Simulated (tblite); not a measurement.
A tight-binding relaxation on `FC[C@@H]1[GaH2-][S@+]2C[C@H]1CC2`.

Computed with GFN2-xTB geometry optimisation, gas phase (tblite 0.8.0). Start geometry: from a force field or distance geometry. The input is one job of a driver script: a line of settings, then coordinates in Å.

Command:
```bash
OMP_NUM_THREADS=1 python probes_run.py task.json out
```

Input:
```
{"job": {"kind": "relax", "xc": "GFN2-xTB", "basis": "xTB"}, "charge": 0, "multiplicity": 1}
F      3.407700     0.327300    -0.211200
C      2.343100    -0.100400     0.567100
C      1.082500    -0.210600    -0.262300
Ga     0.482500     1.604400    -0.932500
S     -1.473500     1.358600     0.053500
C     -2.102900    -0.041900    -0.848900
C     -1.261500    -1.248400    -0.386100
C     -0.129500    -0.745300     0.561000
C     -0.765900     0.395600     1.343700
H      2.603300    -1.104200     0.993100
H      2.212100     0.601600     1.418900
H      1.277700    -0.868700    -1.134800
H      1.328500     2.792200    -0.248200
H      0.353700     1.632500    -2.530200
H     -1.995000     0.129200    -1.938100
H     -3.173500    -0.188100    -0.587900
H     -1.917000    -1.945900     0.186900
H     -0.855400    -1.814600    -1.252900
H      0.184100    -1.566800     1.242400
H     -0.033000     0.981000     1.948400
H     -1.576900     0.029400     2.017800
```

Output:
```
step      E/eV     max force
  0    -765.20177    3.133
  1    -765.53543    2.032
  2    -765.74030    0.892
  3    -765.79052    0.500
  4    -765.82810    0.403
  5    -765.85594    0.409
  6    -765.87733    0.400
  7    -765.89640    0.339
  8    -765.91148    0.232
  9    -765.92015    0.196
... (74 lines left out)
 84    -766.14299    0.033
 85    -766.14311    0.027
 86    -766.14320    0.021
 87    -766.14327    0.023
 88    -766.14332    0.020
 89    -766.14337    0.023
 90    -766.14342    0.019
 91    -766.14345    0.017
 92    -766.14348    0.014
 93    -766.14350    0.007
```

«max force» is the largest atomic force in eV/Å.

Question: From which step on does the largest force stay under 0.1 eV/Å, and how much energy is left to gain from there?

Answer: From step 56 (0.099 eV/Å), 11.6 meV above the end.

Summary of the converged run: energy lowered by 21.7 kcal/mol over 93 steps; largest atomic force 0.007 eV/Å at the end.

Question: Give the final coordinates.

Answer: 0.390 Å rms from the input after alignment:
```
atom  x, y, z in Å
F1     2.9763    0.8701   -0.1951
C2     2.2971   -0.2000    0.4320
C3     0.9584   -0.3198   -0.2811
Ga4    0.7020    1.6439   -0.9127
S5    -1.6376    1.3610    0.0611
C6    -1.8992   -0.1228   -0.9829
C7    -1.3544   -1.3059   -0.1944
C8    -0.1837   -0.7770    0.6351
C9    -0.7709    0.4252    1.3645
H10    2.9602   -1.0661    0.3440
H11    2.1962    0.0923    1.4810
H12    1.0737   -1.0629   -1.0832
H13    1.1150    2.8450   -0.0222
H14    0.3936    1.9211   -2.4178
H15   -1.3530    0.0280   -1.9205
H16   -2.9632   -0.2054   -1.1950
H17   -2.1263   -1.6980    0.4715
H18   -1.0418   -2.1029   -0.8703
H19    0.1519   -1.5323    1.3574
H20   -0.0072    1.0759    1.7988
H21   -1.4961    0.1473    2.1293
```

Hardware: one thread of an Arm Neoverse N1, no GPU, shared host with 64 logical CPUs at a one-minute load of 50. Cost: 1.4 s of wall time.
Labels such as C1 count atoms from 1, the log's own numbers from 0.
